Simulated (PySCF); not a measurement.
SMILES C#C[C@H]1C=C[C@H]1CS, C₇H₈S

Molfile (atoms numbered from 1):
```
C7H8S
     RDKit          3D

 16 16  0  0  0  0  0  0  0  0999 V2000
   -2.1835    0.6964    1.7625 C   0  0  0  0  0  0  0  0  0  0  0  0
   -1.6769    0.0668    0.8789 C   0  0  0  0  0  0  0  0  0  0  0  0
   -1.0721   -0.6672   -0.2040 C   0  0  1  0  0  0  0  0  0  0  0  0
   -1.0047    0.0466   -1.5374 C   0  0  0  0  0  0  0  0  0  0  0  0
    0.3214    0.0376   -1.5932 C   0  0  0  0  0  0  0  0  0  0  0  0
    0.4978   -0.6647   -0.2702 C   0  0  1  0  0  0  0  0  0  0  0  0
    1.1948    0.1157    0.8254 C   0  0  0  0  0  0  0  0  0  0  0  0
    3.0066    0.1397    0.5931 S   0  0  0  0  0  0  0  0  0  0  0  0
   -2.6324    1.2359    2.5422 H   0  0  0  0  0  0  0  0  0  0  0  0
   -1.5047   -1.6705   -0.2568 H   0  0  0  0  0  0  0  0  0  0  0  0
   -1.7888    0.4059   -2.1773 H   0  0  0  0  0  0  0  0  0  0  0  0
    1.0432    0.3826   -2.3114 H   0  0  0  0  0  0  0  0  0  0  0  0
    0.9286   -1.6664   -0.3433 H   0  0  0  0  0  0  0  0  0  0  0  0
    1.0389   -0.3544    1.7967 H   0  0  0  0  0  0  0  0  0  0  0  0
    0.8391    1.1451    0.8676 H   0  0  0  0  0  0  0  0  0  0  0  0
    2.9853    0.7598   -0.5841 H   0  0  0  0  0  0  0  0  0  0  0  0
  1  2  3  0
  2  3  1  0
  3  4  1  0
  4  5  2  0
  5  6  1  0
  6  7  1  0
  7  8  1  0
  6  3  1  0
  1  9  1  0
  3 10  1  6
  4 11  1  0
  5 12  1  0
  6 13  1  6
  7 14  1  0
  7 15  1  0
  8 16  1  0
M  END
```

Theory: TDDFT CAM-B3LYP/def2-SVPD circular dichroism and optical rotation, one conformer, gas phase in PySCF. Geometry: GFN2-xTB.

The molecule is flexible and this is one conformer; a measurement averages over conformers.

Stereocentres: C3 S, C6 R.

Q: Give the optical rotatory dispersion at 633, 589.3, 546, 436, 405, 365, 355 nm.

A: [α] in deg dm⁻¹ (g/mL)⁻¹:
| λ (nm) | origin-invariant length gauge | modified velocity gauge | length gauge (centre of mass) | isotropic polarisability (au) |
| --- | --- | --- | --- | --- |
| 633 | +43.7 | +42.6 | +43.9 | 99.7 |
| 589.3 | +52.5 | +51.2 | +52.7 | 100.1 |
| 546 | +64.3 | +62.9 | +64.5 | 100.7 |
| 436 | +123.9 | +122.0 | +124.2 | 102.9 |
| 405 | +157.3 | +155.5 | +157.6 | 104.0 |
| 365 | +226.5 | +225.2 | +226.8 | 105.8 |
| 355 | +251.3 | +250.3 | +251.5 | 106.4 |

Q: And for the mirror image at 589.3 nm?

A: -52.5 deg dm⁻¹ (g/mL)⁻¹ (origin-invariant length gauge): the same size and the opposite sign.

Q: What is the molar rotation [Φ] = [α]·M/100 of the geometry above at 589.3 nm?

A: With M = 124.20 g/mol, +65.2 deg cm² dmol⁻¹ (origin-invariant length gauge).

The first excitation lies at 5.55 eV (223 nm) with R = -0.1 × 10⁻⁴⁰ esu² cm² (velocity form).
